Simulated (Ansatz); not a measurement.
C₂H₈BNO at its PBE0-D4/def2-TZVP geometry, where that method's forces vanish. Charge 0, multiplicity 1. The bonds changed during the relaxation, so this is another structure than the one it started from.

```csv
atom,x (Å),y (Å),z (Å)
B1,-0.678,0.983,0.534
C2,0.431,0.049,-0.074
C3,0.111,-1.434,0.033
N4,0.689,0.405,-1.468
O5,-1.419,0.539,1.576
H6,-0.844,2.106,0.121
H7,1.313,0.238,0.577
H8,-0.097,-1.717,1.067
H9,-0.763,-1.681,-0.575
H10,0.947,-2.043,-0.324
H11,1.532,-0.043,-1.806
H12,0.815,1.404,-1.571
H13,-2.037,1.194,1.909
```

Question: For each bond, give half the difference of the two atoms' forces along it (eV/Å; positive pushes the atoms apart) under PBE-D4, r2SCAN-D4, B3LYP-D4, ωB97M-V in def2-TZVPP. (An estimate is asked.)

Answer: The calculation gave: 
| bond | length (Å) | PBE-D4 | r2SCAN-D4 | B3LYP-D4 | ωB97M-V |
| --- | --- | --- | --- | --- | --- |
| B1–C2 | 1.572 | -0.14 | -0.11 | -0.07 | -0.05 |
| B1–O5 | 1.353 | 0.32 | 0.19 | 0.14 | 0.19 |
| B1–H6 | 1.207 | -0.03 | -0.08 | -0.16 | -0.17 |
| C2–C3 | 1.522 | 0.03 | 0.10 | 0.16 | 0.12 |
| C2–N4 | 1.462 | 0.11 | 0.20 | 0.24 | 0.23 |
| C2–H7 | 1.112 | 0.14 | -0.01 | -0.11 | -0.17 |
| C3–H8 | 1.091 | 0.10 | -0.04 | -0.07 | -0.07 |
| C3–H9 | 1.092 | 0.11 | -0.03 | -0.06 | -0.07 |
| C3–H10 | 1.095 | 0.10 | -0.03 | -0.07 | -0.07 |
| N4–H11 | 1.013 | 0.24 | 0.00 | -0.05 | -0.07 |
| N4–H12 | 1.012 | 0.24 | 0.00 | -0.06 | -0.07 |
| O5–H13 | 0.960 | 0.37 | 0.00 | -0.03 | -0.09 |

B3LYP here is the variant with VWN-RPA as its local correlation; programs differ in this.

Computed with Ansatz.
